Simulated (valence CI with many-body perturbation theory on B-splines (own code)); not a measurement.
## Level structure of V IX

Computed by valence CI with perturbative core correlation (CI+MBPT): five valence electrons over a frozen Dirac-Fock core [Ne], a basis of 11 s, 11 p, 10 d, 8 f, 5 g, 2 h functions for each j, with the one-electron correlation potential Σ1, the two-electron term Σ2, the three-electron term Σ3, Breit, model QED; selected CI, second order for the rest, scaled by the run's own slope (own B-spline code, finite nucleus).

No measured spectrum was set against this ion. As an estimate, levels of excited configurations hold to 0.05 to 0.15 % of their energy, terms of the ground configuration to about 0.5 %. Among the levels kept, up to 3200 cm⁻¹ of a level comes from second order outside the variational space, and about a tenth of that is noise between levels of different J, which matters for small intervals.

Levels 136 to 180 of 182, with energies above the lowest level, 3s²3p³ ⁴S°_3/2. "Leading %" is the weight of the configuration and term that name the level; weights of strongly mixed levels are sums over their largest components and can fall short. In the jj column 3d3/2^4 stands for four electrons in 3d with j = 3/2. Lifetimes count E1, E2, E3, M1 and M2 decay at the calculated energies, and are blank where another channel may lead or the interval is too uncertain; long ones can be off by a factor of two.

```tsv
No.	Configuration	Term	J	E (cm⁻¹)	Leading %	Leading jj	Second component	Lifetime
136	3s²3p3d²	²G°	9/2	767980	69	3s^2 3p3/2 3d5/2^2 (38 %)	23 % 3s3p³3d ²G°	18.0 ps
137	3s3p³3d	²D°	5/2	777150	69	3s 3p1/2 3p3/2^2 3d5/2 (25 %)	18 % 3s²3p3d² ²D°	10.4 ps
138	3s3p³3d	²D°	3/2	778770	68	3s 3p1/2 3p3/2^2 3d5/2 (32 %)	15 % 3s²3p3d² ²D°	9.84 ps
139	3s²3p3d²	⁴D°	7/2	782870	78	3s^2 3p3/2 3d5/2^2 (25 %)	14 % 3s3p³3d ⁴D°	10.8 ps
140	3s²3p3d²	⁴D°	5/2	783690	78	3s^2 3p3/2 3d3/2 3d5/2 (42 %)	15 % 3s3p³3d ⁴D°	10.7 ps
141	3s²3p3d²	⁴D°	3/2	784380	78	3s^2 3p3/2 3d3/2 3d5/2 (36 %)	15 % 3s3p³3d ⁴D°	10.7 ps
142	3s²3p3d²	⁴D°	1/2	784840	78	3s^2 3p3/2 3d3/2^2 (45 %)	16 % 3s3p³3d ⁴D°	10.7 ps
143	3s3p³3d	²S°	1/2	786760	51	3s 3p1/2 3p3/2^2 3d5/2 (23 %)	42 % 3s²3p3d² ²S°	9.86 ps
144	3s²3p²4s	⁴P	1/2	788810	92	3s^2 3p1/2^2 4s (59 %)		29.5 ps
145	3s²3p²4s	⁴P	3/2	792450	93	3s^2 3p1/2 3p3/2 4s (90 %)		30.3 ps
146	3s²3p²4s	⁴P	5/2	797090	92	3s^2 3p3/2^2 4s (48 %)		31.0 ps
147	3p⁴3d	⁴D	7/2	801630	68	3p1/2^2 3p3/2^2 3d5/2 (33 %)	26 % 3s3p²3d² ⁴D	112 ps
148	3p⁴3d	⁴D	5/2	801650	66	3p1/2^2 3p3/2^2 3d3/2 (27 %)	25 % 3s3p²3d² ⁴D	114 ps
149	3s²3p²4s	²P	1/2	801830	91	3s^2 3p1/2 3p3/2 4s (75 %)		10.2 ps
150	3p⁴3d	⁴D	3/2	802210	66	3p1/2^2 3p3/2^2 3d3/2 (33 %)	26 % 3s3p²3d² ⁴D	114 ps
151	3p⁴3d	⁴D	1/2	802860	67	3p1/2 3p3/2^3 3d3/2 (48 %)	26 % 3s3p²3d² ⁴D	109 ps
152	3s²3p3d²	²F°	7/2	802870	74	3s^2 3p3/2 3d3/2 3d5/2 (36 %)	11 % 3s3p³3d ²F°	16.4 ps
153	3s²3p3d²	²F°	5/2	804750	74	3s^2 3p3/2 3d3/2 3d5/2 (42 %)	11 % 3s3p³3d ²F°	15.1 ps
154	3s²3p²4s	²P	3/2	807150	87	3s^2 3p1/2 3p3/2 4s (59 %)	6 % 3s²3p²4s ²D	10.4 ps
155	3s²3p3d²	²P°	1/2	809230	84	3s^2 3p1/2 3d3/2^2 (31 %)	6 % 3s3p³3d ²P°	17.5 ps
156	3s²3p3d²	²P°	3/2	809770	66	3s^2 3p3/2 3d5/2^2 (24 %)	13 % 3s3p³3d ²P°	10.9 ps
157	3s²3p3d²	⁴S°	3/2	813010	71	3s^2 3p3/2 3d3/2 3d5/2 (27 %)	15 % 3s3p³3d ⁴S°	7.41 ps
158	3s²3p3d²	²P°	1/2	818890	41	3s^2 3p3/2 3d5/2^2 (26 %)	31 % 3s3p³3d ²P°	8.55 ps
159	3s²3p3d²	²P°	3/2	819280	62	3s^2 3p3/2 3d5/2^2 (34 %)	19 % 3s3p³3d ²P°	12.0 ps
160	3s3p²3d²	⁶G	3/2	820170	99	3s 3p1/2 3p3/2 3d3/2^2 (30 %)		20.0 ns
161	3s3p²3d²	⁶G	5/2	821060	98	3s 3p1/2 3p3/2 3d3/2^2 (30 %)		14.4 ns
162	3s3p²3d²	⁶G	7/2	822290	98	3s 3p1/2 3p3/2 3d3/2 3d5/2 (38 %)		10.5 ns
163	3s²3p²4s	²D	5/2	823210	90	3s^2 3p1/2 3p3/2 4s (47 %)		18.1 ps
164	3p⁴3d	²P	1/2	823230	68	3p1/2^2 3p3/2^2 3d5/2 (30 %)	14 % 3s3p²3d² ²P	119 ps
165	3s²3p²4s	²D	3/2	823490	83	3s^2 3p3/2^2 4s (52 %)	6 % 3s²3p²4s ²P	17.7 ps
166	3s3p²3d²	⁶G	9/2	823880	97	3s 3p1/2 3p3/2 3d3/2 3d5/2 (52 %)		5.02 ns
167	3s²3p3d²	²D°	3/2	824260	63	3s^2 3p3/2 3d3/2 3d5/2 (31 %)	16 % 3s3p³3d ²D°	9.56 ps
168	3s²3p3d²	²D°	5/2	825550	65	3s^2 3p3/2 3d5/2^2 (37 %)	15 % 3s3p³3d ²D°	9.83 ps
169	3s3p²3d²	⁶G	11/2	825880	99	3s 3p1/2 3p3/2 3d5/2^2 (34 %)		18.7 ns
170	3p⁴3d	⁴F	9/2	825960	57	3p1/2^2 3p3/2^2 3d5/2 (57 %)	25 % 3s3p²3d² ⁴F	113 ps
171	3p⁴3d	²P	3/2	826860	39	3p1/2^2 3p3/2^2 3d3/2 (26 %)	20 % 3p⁴3d ²D	134 ps
172	3p⁴3d	²D	3/2	827580	33	3p1/2^2 3p3/2^2 3d5/2 (22 %)	13 % 3p⁴3d ²P	144 ps
173	3s3p²3d²	⁶G	13/2	828210	99	3s 3p3/2^2 3d5/2^2 (49 %)		659 ns
174	3p⁴3d	⁴F	7/2	828540	58	3p1/2 3p3/2^3 3d5/2 (33 %)	26 % 3s3p²3d² ⁴F	109 ps
175	3p⁴3d	⁴P	1/2	829870	48	3s 3p1/2 3p3/2 3d3/2 3d5/2 (21 %)	42 % 3s3p²3d² ⁴P	258 ps
176	3p⁴3d	⁴F	5/2	830340	61	3p1/2 3p3/2^3 3d3/2 (36 %)	32 % 3s3p²3d² ⁴F	106 ps
177	3p⁴3d	²D	5/2	830970	55	3p1/2 3p3/2^3 3d5/2 (40 %)	20 % 3s3p²3d² ²D	257 ps
178	3p⁴3d	⁴F	3/2	831200	61	3p1/2 3p3/2^3 3d3/2 (25 %)	32 % 3s3p²3d² ⁴F	106 ps
179	3s²3p3d²	²G°	7/2	832090	63	3s^2 3p1/2 3d3/2 3d5/2 (38 %)	18 % 3s²3p3d² ²F°	11.5 ps
180	3p⁴3d	⁴P	3/2	832220	38	3p1/2 3p3/2^3 3d5/2 (36 %)	32 % 3s3p²3d² ⁴P	213 ps
```

Names give the largest LS component (configuration and term), which can be under half, so a name can repeat, a term be missing and a line seem to break the LS rules; names also repeat where a configuration has a term twice.

Where two levels of one J and parity lie close, their mixing, g and order are uncertain.
